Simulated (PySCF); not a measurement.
# Ionisation energy of Ni¹⁷⁺ by level of theory

Ni¹⁷⁺ [Ne] 3s1 (2S) → Ni¹⁸⁺ [Ne] (1S), as a difference of total energies. Computed with PySCF 2.14 in an even-tempered Gaussian basis (18 s from 1.4 bohr⁻², ratio 2.5; 11 p from 1.8 bohr⁻², ratio 2.5; 5 d from 7.1 bohr⁻², ratio 2.7; 4 f from 11 bohr⁻², ratio 2.7), with scalar relativity by spin-free X2C-1e. Correlated levels: outer shells: 1s2 frozen; virtual orbitals above 40 to 60 times the deepest correlated orbital energy dropped. The calculations carry no spin-orbit coupling.

```tsv
method	ionisation energy (eV)
UHF	606.38
MP2 (outer shells)	606.98
SCS-MP2 (outer shells)	606.87
CCSD (outer shells)	606.99
CCSD(T) (outer shells)	606.99
```

Question: How much does correlation contribute at CCSD(T) (outer shells)?

Answer: 606.99 − (606.38) = 0.61 eV, measured against UHF.

For comparison: 607.02 eV (semi-empirical (NIST evaluation); NIST Atomic Spectra Database, ionization energies).
